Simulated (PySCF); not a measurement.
# Potential energy of CsC along the bond

Set-up: Cs def2-TZVP with ECP46, C def2-TZVP; scalar-relativistic core potentials (PySCF 2.14). Energies in eV from Cs + C in their ground configurations at the same level. State: ⁴Σ⁻ (quartet), unpaired electrons σ ↑, π ↑↑.

All columns are PBE0. A positive dipole means Cs(−)C(+).

```tsv
R (Å)	E (eV)	μ (D)	Mulliken charge on Cs (basis-dependent)	HOMO (eV)	LUMO (eV)	Mayer bond order	⟨S²⟩
2.366	-1.931	-6.93	0.71	-4.10	-0.91	0.53	3.75
2.476	-2.162	-7.56	0.72	-4.14	-0.96	0.50	3.75
2.586	-2.290	-8.18	0.72	-4.13	-1.02	0.49	3.75
2.668	-2.336	-8.63	0.72	-4.11	-1.07	0.49	3.75
2.751	-2.348	-9.06	0.72	-4.08	-1.12	0.49	3.75
2.833	-2.334	-9.48	0.72	-3.99	-1.17	0.49	3.75
2.944	-2.286	-10.01	0.72	-3.87	-1.24	0.50	3.75
3.081	-2.194	-10.64	0.72	-3.73	-1.32	0.51	3.75
3.246	-2.056	-11.32	0.71	-3.60	-1.41	0.52	3.75
3.466	-1.854	-12.10	0.69	-3.47	-1.53	0.54	3.75
```

A fit through these points gives, at Re = 2.745 Å, μ = -9.03 D and dμ/dR = -5.16 D/Å; the reduced mass is 11.01 u.

Question: How strong is the fundamental in the double-harmonic approximation, I = 42.26·(dμ/dR)²/μred km/mol?

Answer: I = 42.26·(-5.16)²/11.01 = 102 km/mol at PBE0.

These are scalar-relativistic numbers at best; spin–orbit coupling would shift them, the dissociation energy most. The state is the lowest determinant that a PBE0 search found; another state may lie lower at other levels.
